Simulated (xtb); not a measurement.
A run for xtb: GFN2-xTB on HF (SMILES F).

```
$ xtb mol.xyz --gfn 2 --sp --chrg 0 --uhf 0
2

F     -0.00000000     0.00000000     0.46235791
H      0.00000000    -0.00000000    -0.46235791
```

It printed:

```
[...]
           -------------------------------------------------
          |                Calculation Setup                |
           -------------------------------------------------



           -------------------------------------------------
          |                 G F N 2 - x T B                 |
           -------------------------------------------------

        Reference                      10.1021/acs.jctc.8b01176
      * Hamiltonian:
        H0-scaling (s, p, d)           1.850000    2.230000    2.230000
        zeta-weighting                 0.500000
      * Dispersion:
        s8                             2.700000
        a1                             0.520000
        a2                             5.000000
        s9                             5.000000
      * Repulsion:
        kExp                           1.500000    1.000000
        rExp                           1.000000
      * Coulomb:
        alpha                          2.000000
        third order                    shell-resolved
        anisotropic                    true
        a3                             3.000000
        a5                             4.000000
        cn-shift                       1.200000
        cn-exp                         4.000000
        max-rad                        5.000000


          ...................................................
          :                      SETUP                      :
          :.................................................:
          :  # basis functions                   5          :
          :  # atomic orbitals                   5          :
          :  # shells                            3          :
          :  # electrons                         8          :
          :  max. iterations                   250          :
          :  Hamiltonian                  GFN2-xTB          :
          :  restarted?                      false          :
          :  GBSA solvation                  false          :
          :  PC potential                    false          :
          :  electronic temp.          300.0000000     K    :
          :  accuracy                    1.0000000          :
          :  -> integral cutoff          0.2500000E+02      :
          :  -> integral neglect         0.1000000E-07      :
          :  -> SCF convergence          0.1000000E-05 Eh   :
          :  -> wf. convergence          0.1000000E-03 e    :
          :  Broyden damping             0.4000000          :
          :  net charge                          0          :
          :  unpaired electrons                  0          :
          ...................................................

 iter      E             dE          RMSdq      gap      omega  full diag
   1     -5.2405418 -0.524054E+01  0.427E+00   18.01       0.0  T
   2     -5.2432802 -0.273843E-02  0.236E+00   17.35       1.0  T
   3     -5.2439280 -0.647747E-03  0.516E-01   16.86       1.0  T
   4     -5.2439462 -0.182472E-04  0.402E-02   16.95       1.8  T
   5     -5.2439464 -0.160664E-06  0.171E-02   16.95       4.1  T
   6     -5.2439464 -0.415482E-08  0.792E-04   16.95      89.3  T
   7     -5.2439464 -0.194447E-09  0.155E-05   16.95    4558.7  T

   *** convergence criteria satisfied after 7 iterations ***

         #    Occupation            Energy/Eh            Energy/eV
      -------------------------------------------------------------
         1        2.0000           -0.7934302             -21.5903
         2        2.0000           -0.5512642             -15.0007
         3        2.0000           -0.4933659             -13.4252
         4        2.0000           -0.4933659             -13.4252 (HOMO)
         5                          0.1296516               3.5280 (LUMO)
      -------------------------------------------------------------
                  HL-Gap            0.6230175 Eh           16.9532 eV
             Fermi-level           -0.1818572 Eh           -4.9486 eV

 SCC (total)                   0 d,  0 h,  0 min,  0.001 sec
 SCC setup                      ...        0 min,  0.000 sec (  6.956%)
 Dispersion                     ...        0 min,  0.000 sec (  2.583%)
 classical contributions        ...        0 min,  0.000 sec (  1.762%)
 integral evaluation            ...        0 min,  0.000 sec (  6.295%)
 iterations                     ...        0 min,  0.001 sec ( 61.027%)
 molecular gradient             ...        0 min,  0.000 sec (  8.365%)
 printout                       ...        0 min,  0.000 sec ( 12.249%)

         :::::::::::::::::::::::::::::::::::::::::::::::::::::
         ::                     SUMMARY                     ::
         :::::::::::::::::::::::::::::::::::::::::::::::::::::
         :: total energy              -5.222818321184 Eh    ::
         :: gradient norm              0.010948132244 Eh/a0 ::
         :: HOMO-LUMO gap             16.953170031870 eV    ::
         ::.................................................::
         :: SCC energy                -5.243946380093 Eh    ::
         :: -> isotropic ES            0.019004808227 Eh    ::
         :: -> anisotropic ES          0.002815062935 Eh    ::
         :: -> anisotropic XC         -0.001508551454 Eh    ::
         :: -> dispersion             -0.000039267550 Eh    ::
         :: repulsion energy           0.021128058909 Eh    ::
         :: add. restraining           0.000000000000 Eh    ::
         :: total charge              -0.000000000000 e     ::
         :::::::::::::::::::::::::::::::::::::::::::::::::::::

           -------------------------------------------------
          |                Property Printout                |
           -------------------------------------------------

    * Orbital Energies and Occupations

         #    Occupation            Energy/Eh            Energy/eV
      -------------------------------------------------------------
         1        2.0000           -0.7934302             -21.5903
         2        2.0000           -0.5512642             -15.0007
         3        2.0000           -0.4933659             -13.4252
         4        2.0000           -0.4933659             -13.4252 (HOMO)
         5                          0.1296516               3.5280 (LUMO)
      -------------------------------------------------------------
                  HL-Gap            0.6230175 Eh           16.9532 eV
             Fermi-level           -0.1818572 Eh           -4.9486 eV

     #   Z          covCN         q      C6AA      α(0)
     1   9 F        0.741    -0.390    13.400     4.323
     2   1 H        0.741     0.390     0.515     1.134

 Mol. C6AA /au·bohr⁶  :         18.930833
 Mol. C8AA /au·bohr⁸  :        307.654383
 Mol. α(0) /au        :          5.457575


Wiberg/Mayer (AO) data.
largest (>0.10) Wiberg bond orders for each atom

 ---------------------------------------------------------------------------
     #   Z sym  total        # sym  WBO       # sym  WBO       # sym  WBO
 ---------------------------------------------------------------------------
     1   9 F    0.848 --     2 H    0.848
     2   1 H    0.848 --     1 F    0.848
 ---------------------------------------------------------------------------

Topologies differ in total number of bonds
Writing topology from bond orders to xtbtopo.mol

molecular dipole:
                 x           y           z       tot (Debye)
 q only:        0.000       0.000      -0.681
   full:       -0.000      -0.000      -0.993       2.525
molecular quadrupole (traceless):
                xx          xy          yy          xz          yz          zz
 q only:        0.000       0.000       0.000       0.000       0.000      -0.000
  q+dip:        0.033       0.000       0.033      -0.000      -0.000      -0.066
Note: The following floating-point exceptions are signalling: IEEE_DENORMAL
normal termination of xtb
   full:        0.025       0.000       0.025      -0.000      -0.000      -0.050


           -------------------------------------------------
          | TOTAL ENERGY               -5.222818321184 Eh   |
          | GRADIENT NORM               0.010948132244 Eh/α |
          | HOMO-LUMO GAP              16.953170031870 eV   |
           -------------------------------------------------

------------------------------------------------------------------------
------------------------------------------------------------------------
 total:
 SCF:
```

The run finished.

Cost: very roughly 0.03 core-seconds.
